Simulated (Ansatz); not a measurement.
`O[SiH2]S[SiH](O)O` + `[Cl][SnH3]` → `O[SiH2][SnH2][Cl]` + `O[SiH](O)S`  (formal exchange of groups at the Si–S bond)

Isolated molecules relaxed with PBE0-D4/def2-TZVP in Ansatz; ΔE leaves out vibrations. CBS: MP2 limit from def2 TZ/QZ plus the TZ coupled-cluster correction, frozen cores. Functionals use def2-TZVPP. B3LYP here is the variant with VWN-RPA as its local correlation; programs differ in this. def2 core potentials past Kr. For Sn outer-core shells are correlated without core-valence functions, which leaves a few kJ/mol of doubt a bond. One conformer a species, not always the lowest.

```
             level  ΔE (kcal/mol)  difference from CCSD(T)/CBS
            PBE-D4           11.6                         -1.2
         r2SCAN-D4           13.6                          0.8
           PBE0-D4           12.8                          0.0
          B3LYP-D4           12.5                         -0.3
           ωB97X-V           13.8                          1.0
           ωB97M-V           14.1                          1.3
            B2PLYP           12.8                          0.0
               PBE           10.8                         -2.0
            r2SCAN           13.4                          0.6
              PBE0           12.1                         -0.7
             B3LYP           11.2                         -1.6
     HF/def2-TZVPP           14.2                          1.4
    MP2/def2-TZVPP           14.8                          2.0
SCS-MP2/def2-TZVPP           14.4                          1.6
   CCSD/def2-TZVPP           13.6                          0.8
CCSD(T)/def2-TZVPP           13.9                          1.1
     HF/def2-QZVPP           14.2                          1.4
    MP2/def2-QZVPP           14.2                          1.4
SCS-MP2/def2-QZVPP           13.8                          1.0
      HF/CBS(def2)           14.2                          1.4
     MP2/CBS(def2)           13.7                          0.9
    CCSD/CBS(def2)           12.4                         -0.4
       CCSD(T)/CBS           12.8                            0
```

Largest T1 diagnostic among the species: 0.012.

The D4 term adds +1.3 kcal/mol with B3LYP and +0.7 kcal/mol with PBE0; it sums over pairs of atoms, weighted by their polarisabilities, and B3LYP, whose exchange is more repulsive, gets the larger term. From PBE to PBE0 (25 % exact exchange), in def2-TZVPP and without D4, ΔE moves by +1.3 kcal/mol.
